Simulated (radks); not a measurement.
Results of a calculation; reference values are marked as such.
Sb XVII, configuration [Ar] 3d10 4s2 4p5 (the NIST ground configuration).

Level of theory: Dirac Kohn-Sham, PBE, spin-unpolarised, spherical densities, point nucleus; open shells fill j = l - 1/2 first (a radial shooting solver on a logarithmic mesh with Libxc functionals).

Energy parts (Ry):
part                        energy
total                 -12775.09081
kinetic                13494.52485
electron-nucleus      -29987.85332
Hartree                 4031.40801
exchange-correlation    -313.17035

Orbitals (lengths in bohr, moments of r in powers of bohr; <r^-3> diverges for s and p1/2):
1s1/2: occ. 2; eigenvalue (Ry) -2255.454; <r^4> 3.125e-06; <r^2> 0.001094; <1/r> 54.33
2s1/2: occ. 2; eigenvalue (Ry) -368.1340; <r^4> 0.0005368; <r^2> 0.01764; <1/r> 12.63
2p1/2: occ. 2; eigenvalue (Ry) -346.3558; <r^4> 0.0003449; <r^2> 0.01309; <1/r> 12.61
2p3/2: occ. 4; eigenvalue (Ry) -327.8326; <r^4> 0.0004079; <r^-3> 4600; <r^2> 0.01439; <1/r> 11.71
3s1/2: occ. 2; eigenvalue (Ry) -94.68154; <r^4> 0.02301; <r^2> 0.1231; <1/r> 4.510
3p1/2: occ. 2; eigenvalue (Ry) -85.80794; <r^4> 0.02201; <r^2> 0.1176; <1/r> 4.422
3p3/2: occ. 4; eigenvalue (Ry) -82.33086; <r^4> 0.02500; <r^-3> 881.4; <r^2> 0.1256; <1/r> 4.200
3d3/2: occ. 4; eigenvalue (Ry) -66.77415; <r^4> 0.02035; <r^-3> 140.4; <r^2> 0.1059; <1/r> 4.056
3d5/2: occ. 6; eigenvalue (Ry) -66.04346; <r^4> 0.02117; <r^-3> 130.6; <r^2> 0.1082; <1/r> 3.999
4s1/2: occ. 2; eigenvalue (Ry) -36.12823; <r^4> 0.4870; <r^2> 0.5883; <1/r> 1.958
4p1/2: occ. 2; eigenvalue (Ry) -32.85589; <r^4> 0.5479; <r^2> 0.6189; <1/r> 1.882
4p3/2: occ. 3; eigenvalue (Ry) -32.01127; <r^4> 0.6020; <r^-3> 216.5; <r^2> 0.6496; <1/r> 1.818
4d3/2: occ. 0; eigenvalue (Ry) -26.57656; <r^4> 0.7536; <r^-3> 31.35; <r^2> 0.7129; <1/r> 1.675
4d5/2: occ. 0; eigenvalue (Ry) -26.41406; <r^4> 0.7728; <r^-3> 29.21; <r^2> 0.7223; <1/r> 1.660
5s1/2: occ. 0; eigenvalue (Ry) -18.75084; <r^4> 5.135; <r^2> 1.955; <1/r> 1.061

The highest occupied level is 4p3/2 at -435.54 eV. For comparison, the ionisation energy in NIST's Atomic Spectra Database is 447 eV (theoretical). In exact Kohn-Sham theory the highest level is minus the ionisation energy, but local and semilocal functionals leave it too shallow, through self-interaction and a potential that decays too fast; potentials with the right tail come closer. The density falls to 0.001 e/bohr^3 at r = 1.75 bohr. Summed over all electrons, <r^2> = 6.541 bohr^2, which gives a Langevin (diamagnetic) susceptibility term of -5.18 x 10^-6 cm^3/mol.

Beside tabulated values, note that spin-unpolarised runs miss the spin-polarisation part of the exchange energy of open shells.
